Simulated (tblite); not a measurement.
Species: C₅H₇O₂PS.
Numbering: `[CH3:1][P@@:2](=[O:3])([OH:4])[c:5]1[cH:6][cH:7][s:8][cH:9]1` (hydrogens: H10, H11, H12 on C1; H13 on O4; H14 on C6; H15 on C7; H16 on C9)

Computed with GFN2-xTB (tblite), gas phase: L-BFGS steps from a force-field or distance-geometry start until the largest atomic force falls under 0.01 eV/Å.

Step 16: E = -768.3768 eV
```
atom  x, y, z in Å  |  force x, y, z in eV/Å
C1     -2.0688    0.8421   -0.6508    0.005  -0.030   0.021
P2     -1.1036    0.0493    0.6750    0.066  -0.001   0.001
O3     -1.1705    0.6890    1.9937    0.017  -0.071  -0.007
O4     -1.7175   -1.4478    0.6722    0.002   0.037   0.029
C5      0.5786   -0.1812    0.0493    0.040   0.023   0.015
C6      1.6627    0.5962    0.5249    0.039  -0.004  -0.017
C7      2.8355    0.2436   -0.0533    0.047   0.011  -0.004
S8      2.6474   -1.0379   -1.1859   -0.094  -0.005   0.008
C9      0.9612   -1.1025   -0.8777   -0.033   0.022   0.014
H10    -2.0244    0.2403   -1.5519   -0.056   0.039  -0.027
H11    -1.6717    1.8374   -0.8352    0.016  -0.046  -0.003
H12    -3.0913    0.9266   -0.2919   -0.034  -0.010  -0.051
H13    -1.5480   -1.8373    1.5326   -0.078   0.003   0.014
H14     1.5420    1.3646    1.2682    0.011  -0.037  -0.037
H15     3.8151    0.6446    0.1065    0.034   0.054   0.035
H16     0.3457   -1.8179   -1.3872    0.018   0.016   0.006
```

Step 17: E = -768.3783 eV
```
atom  x, y, z in Å  |  force x, y, z in eV/Å
C1     -2.0677    0.8408   -0.6505    0.001  -0.023   0.015
P2     -1.1024    0.0473    0.6728    0.076  -0.011   0.058
O3     -1.1730    0.6786    1.9952    0.020  -0.034   0.001
O4     -1.7123   -1.4499    0.6695   -0.018  -0.010   0.022
C5      0.5799   -0.1801    0.0498    0.049   0.047   0.013
C6      1.6638    0.5974    0.5247    0.066   0.000  -0.014
C7      2.8364    0.2445   -0.0537    0.064  -0.005  -0.023
S8      2.6475   -1.0373   -1.1873   -0.077   0.016   0.025
C9      0.9625   -1.1002   -0.8777   -0.039   0.011   0.007
H10    -2.0242    0.2397   -1.5507   -0.059   0.010  -0.058
H11    -1.6751    1.8357   -0.8384    0.049  -0.005  -0.001
H12    -3.0883    0.9257   -0.2899   -0.079  -0.017  -0.039
H13    -1.5643   -1.8293    1.5387   -0.074   0.012  -0.003
H14     1.5464    1.3667    1.2675    0.000  -0.038  -0.032
H15     3.8174    0.6435    0.1050    0.018   0.055   0.037
H16     0.3458   -1.8141   -1.3862    0.004  -0.006  -0.009
```

Q: Estimate the geometry and energy of step 18. (The exact step hangs on the optimiser's Hessian estimate; all steps are aligned on step 17, rigid shifts and turns removed.)

A: E = -768.3802 eV, largest force 0.111 eV/Å
```
atom  x, y, z in Å  |  force x, y, z in eV/Å
C1     -2.0667    0.8387   -0.6501   -0.010  -0.011   0.002
P2     -1.0997    0.0446    0.6710    0.050  -0.022   0.097
O3     -1.1748    0.6659    1.9974    0.025   0.018   0.025
O4     -1.7068   -1.4522    0.6675   -0.033  -0.054  -0.009
C5      0.5823   -0.1780    0.0507    0.043   0.055   0.004
C6      1.6665    0.5989    0.5241    0.087   0.006  -0.009
C7      2.8387    0.2454   -0.0546    0.068  -0.021  -0.040
S8      2.6462   -1.0364   -1.1887   -0.026   0.029   0.028
C9      0.9632   -1.0973   -0.8776   -0.035   0.006   0.004
H10    -2.0255    0.2397   -1.5508   -0.056  -0.020  -0.075
H11    -1.6781    1.8332   -0.8420    0.077   0.031   0.006
H12    -3.0863    0.9244   -0.2890   -0.101  -0.026  -0.024
H13    -1.5844   -1.8201    1.5454   -0.067   0.014  -0.003
H14     1.5516    1.3685    1.2660   -0.009  -0.023  -0.013
H15     3.8205    0.6435    0.1042    0.007   0.049   0.032
H16     0.3458   -1.8097   -1.3851   -0.021  -0.032  -0.026
```

The energy changes by -0.0018 eV. The first-order estimate −F·Δx gives -0.0025 eV and the mean of the old and new forces, exact on a quadratic surface, -0.0018 eV. The step makes an angle of 71° with the force vector and moves no atom by more than 0.023 Å.

What follows is the cost of the whole relaxation. Time: 0.33 s wall. Hardware: one thread, Arm Neoverse V2 (aarch64), no GPU, on a shared host.
